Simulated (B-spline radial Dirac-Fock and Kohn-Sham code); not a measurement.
# Compton profile of Sn²⁸⁺

System: the Sn²⁸⁺ ion, [Ar] 3d4.

Input file task.json (cfg lists n, l and occupation; rrms is the nuclear radius in fm):

```json
{"items": [{
  "Z": 50,
  "q": 28,
  "cfg": [[1, 0, 2], [2, 0, 2], [2, 1, 6], [3, 0, 2], [3, 1, 6], [3, 2, 4]],
  "A": 120,
  "rrms": 4.6519,
  "do": ["scatter"],
  "s": [0.0, 0.05, 0.1, 0.15, 0.2, 0.25, 0.3, 0.35, 0.4, 0.45, 0.5, 0.6, 0.7, 0.8, 0.9, 1.0, 1.1, 1.2, 1.4, 1.6, 1.8, 2.0, 2.5, 3.0, 3.5, 4.0, 5.0, 6.0],
  "pz": [0, 0.1, 0.2, 0.3, 0.4, 0.5, 0.6, 0.8, 1.0, 1.2, 1.4, 1.6, 1.8, 2.0, 2.5, 3.0, 4.0, 5.0, 7.0, 10.0, 15.0, 20.0, 30.0, 40.0, 60.0, 100.0],
  "hv_scatter": [8047.8, 10000, 17479.3, 20000, 50000, 100000, 500000, 1000000]
}]}
```

Run with: `python xray_run.py task.json out`

Level of theory: the impulse approximation on relativistic Hartree-Fock (Dirac-Fock) wave functions, averaged over the configuration; a radial atomic solver. pz is in atomic units of momentum; subshell profiles are per electron, for a selection of subshells; open shells are spread over both j values by their weights.

```
 pz    J total   J 2p1/2   J 3s1/2   J 3p3/2   J 3d5/2
2.5      1.108    0.0289    0.0784    0.0726    0.0504
  3      1.057    0.0288    0.0643    0.0696    0.0502
  4     0.9376    0.0287    0.0396    0.0602    0.0491
  5     0.8082    0.0283    0.0229    0.0477    0.0468
  7     0.5712    0.0271    0.0107    0.0231    0.0378
 10     0.3428    0.0236   0.00960   0.00566    0.0210
 15     0.1733    0.0155   0.00369   0.00309   0.00543
 20    0.09520   0.00868  0.000747   0.00233   0.00129
 30    0.03360   0.00229  0.000309  0.000622  9.51e-05
 40    0.01451  0.000625  0.000225  0.000149  1.08e-05
 60   0.003770  6.91e-05  6.58e-05  1.30e-05    < 1e-6
100  0.0004901  3.24e-06  7.31e-06    < 1e-6    < 1e-6
```

Task: What is the peak value J(0), and which subshell contributes most to it?

Result: J(0) = 1.230. The 3p3/2 subshell gives the largest part, 25 %.

Mean momentum ⟨p⟩ by subshell (a.u.): 1s1/2 45.8, 2s1/2 16.3, 2p1/2 21.8, 2p3/2 20.7, 3s1/2 8.55, 3p1/2 10.2, 3p3/2 9.87, 3d3/2 11.8, 3d5/2 11.7.

Values without a named source are computed, but for edge energies of neutral atoms, which are taken from tables.
